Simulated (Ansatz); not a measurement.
Calculated with Ansatz (gas phase, PBE0-D4/def2-TZVP geometries, no zero-point term in ΔE). CCSD(T)/CBS is the MP2 limit (def2-TZVPP, def2-QZVPP) plus CCSD(T) − MP2 in def2-TZVPP, frozen cores. DFT in def2-TZVPP. One conformer a species, not always the lowest.

`OCO[SiH2]S` + `NC1CCCC1` → `N[SiH2]OCO` + `SC1CCCC1`  (formal exchange of groups at the Si–S bond)

(1) Is it downhill or uphill in electronic energy at CCSD(T)/CBS, and by how much? (An estimate is asked.)

(2) What do these levels give: r2SCAN-D4, ωB97M-V, PBE, r2SCAN, PBE0, HF/def2-TZVPP, MP2/def2-TZVPP, SCS-MP2/def2-TZVPP, CCSD/def2-TZVPP, HF/def2-QZVPP, MP2/def2-QZVPP, SCS-MP2/def2-QZVPP? (Best estimate.)

Largest T1 diagnostic among the species: 0.012.

Results:

(1) Computed: Downhill: ΔE = -4.4 kcal/mol.

(2) Computed: r2SCAN-D4 -3.1, ωB97M-V -3.8, PBE -2.5, r2SCAN -3.2, PBE0 -2.7, HF/def2-TZVPP -4.8, MP2/def2-TZVPP -5.0, SCS-MP2/def2-TZVPP -5.1, CCSD/def2-TZVPP -4.2, HF/def2-QZVPP -5.2, MP2/def2-QZVPP -5.3, SCS-MP2/def2-QZVPP -5.4 kcal/mol.
